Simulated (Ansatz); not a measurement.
Mg₃Al₃⁺, relaxed as a singlet with RKS PBE0-D4/def2-SVP in Ansatz, starting from the GFN1-xTB geometry. Force threshold 0.02 eV/Å.

The restricted singlet is unstable towards broken spin symmetry in Hartree–Fock (as tested in another run); at PBE0-D4/def2-SVP this wasn't settled. The structure comes from a short search, and lower isomers may exist.

Start:

```
atom   x (Å)   y (Å)   z (Å)
 Al1  -2.004   0.287   1.207
 Al2   1.180  -1.759  -1.045
 Al3   0.202   0.352  -0.035
 Mg4  -1.295  -2.330   0.283
 Mg5   2.630   0.646  -1.448
 Mg6  -0.712   2.805   1.038
```

| step | energy (eV) | largest force component (eV/Å) | SCF passes |
| --- | --- | --- | --- |
| 1 | -36087.1940 | 0.874 | 22 |
| 2 | -36087.4841 | 0.490 | 28 |
| 3 | -36087.5288 | 0.153 | 28 |
| 4 | -36087.5441 | 0.086 | 26 |
| 5 | -36087.6314 | 0.349 | 26 |
| 6 | -36087.7817 | 0.308 | 27 |
| 7 | -36087.9922 | 0.413 | 27 |
| 8 | -36088.2132 | 0.328 | 27 |
| 9 | -36088.3109 | 0.086 | 25 |
| 10 | -36088.3136 | 0.030 | 24 |
| 11 | -36088.3138 | 0.006 | 17 |

Force components are those of the run's own axes.

End:

```xyz
6

Al   -1.3235   -0.0523    0.7700
Al    0.5789   -1.2774   -0.6169
Al    0.7441    1.3311   -0.1551
Mg   -1.5414   -2.7527    0.3172
Mg    2.7404    0.1074   -1.5937
Mg   -1.1985    2.6439    1.2785
```

Bonds formed: Al1–Al2 (atoms count from 1).

No frequencies were taken in this run, so the end may be a saddle point.

It took 37 s on 4 threads of Intel Xeon on a shared host.
